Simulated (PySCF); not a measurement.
CH7AlGeO2, SMILES [OH][Al]([GeH3])[O]C (CAM-B3LYP/def2-SVP optimised geometry):

```
12

Al    -0.070    -0.573     0.000
Ge     2.368    -0.573     0.000
H      2.941     0.334     1.104
H      2.955    -1.978     0.215
H      2.933    -0.048    -1.333
O     -0.883    -2.060    -0.011
H     -1.821    -2.260    -0.019
O     -0.873     0.908     0.000
C     -2.084     1.586    -0.012
H     -2.194     2.210     0.892
H     -2.147     2.260    -0.885
H     -2.955     0.906    -0.054
```

Level of theory: PySCF with CAM-B3LYP/def2-TZVP.

Problem. What are the frontier orbital energies and the dipole moment?

Solution. HOMO-2 -9.73 eV, HOMO-1 -9.67 eV, HOMO -9.27 eV, LUMO 0.40 eV, LUMO+1 0.61 eV; dipole moment 2.49 D.

On the same geometry PBE/def2-TZVP (PySCF) gives HOMO-2 -6.97 eV, HOMO-1 -6.65 eV, HOMO -6.60 eV, LUMO -1.33 eV, LUMO+1 -1.08 eV; dipole moment 2.24 D.

Meta-Löwdin charges at CAM-B3LYP/def2-TZVP: Al1 0.98, Ge2 0.01, H3 -0.05, H4 -0.05, H5 -0.05, O6 -0.78, H7 0.35, O8 -0.63, C9 -0.09, H10 0.11, H11 0.11, H12 0.09.
